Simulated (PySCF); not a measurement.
## What the settings do

Molecule: SMILES N#CC/C(Cl)=C/Cl, C4H3Cl2N; geometry GFN2-xTB.

Molfile (atoms numbered from 1):
```
C4H3Cl2N
     RDKit          3D

 10  9  0  0  0  0  0  0  0  0999 V2000
   -1.7526    2.2192   -0.6229 N   0  0  0  0  0  0  0  0  0  0  0  0
   -1.4246    1.1715   -0.3108 C   0  0  0  0  0  0  0  0  0  0  0  0
   -0.9984   -0.1535    0.0858 C   0  0  0  0  0  0  0  0  0  0  0  0
    0.4408   -0.3663   -0.2992 C   0  0  0  0  0  0  0  0  0  0  0  0
    0.7167   -0.5955   -1.9880 Cl  0  0  0  0  0  0  0  0  0  0  0  0
    1.4374   -0.3523    0.5795 C   0  0  0  0  0  0  0  0  0  0  0  0
    3.0797   -0.5809    0.1528 Cl  0  0  0  0  0  0  0  0  0  0  0  0
   -1.1225   -0.2535    1.1666 H   0  0  0  0  0  0  0  0  0  0  0  0
   -1.6348   -0.8853   -0.4198 H   0  0  0  0  0  0  0  0  0  0  0  0
    1.2673   -0.1987    1.6335 H   0  0  0  0  0  0  0  0  0  0  0  0
  1  2  3  0
  2  3  1  0
  3  4  1  0
  4  5  1  0
  4  6  2  0
  6  7  1  0
  3  8  1  0
  3  9  1  0
  6 10  1  0
M  END
```

All runs: PySCF, non-relativistic, gas phase unless a solvent (IEF-PCM) is named; grid level 2, GIAOs and SCF threshold 1e-9 unless changed. The yardstick, PBE0/pcSseg-1, gives these isotropic shieldings σ (ppm, equivalent atoms averaged): N1 -37.7, C4 45.1, C6 53.3, C3 158.8, Cl5 689.2, Cl7 718.7, H10 25.23.

**Question.** What do these inputs give? (1) PBE0/def2-SVP; (2) solvent chloroform; X3LYP/pcSseg-1; grid level 1

**Answer.** 
```
run    outcome  functions  wall time     N1    C4    C6     C3    Cl5    Cl7    H10
  1  converged        121        8 s   -6.5  60.8  69.8  171.2  742.1  769.7  25.64
  2  converged        148      8.6 s  -23.9  38.4  45.9  154.3  684.4  713.3  25.05
```

Times are on 1 thread of an Intel Xeon Platinum 8488C, shared host.

**Question.** Comment on the technical settings.

**Answer.** 
- Run 2: The functional and medium differ from the yardstick's, which in itself moves the values. Grid level 1 is coarse; it adds numerical noise and can break the equality of equivalent atoms.
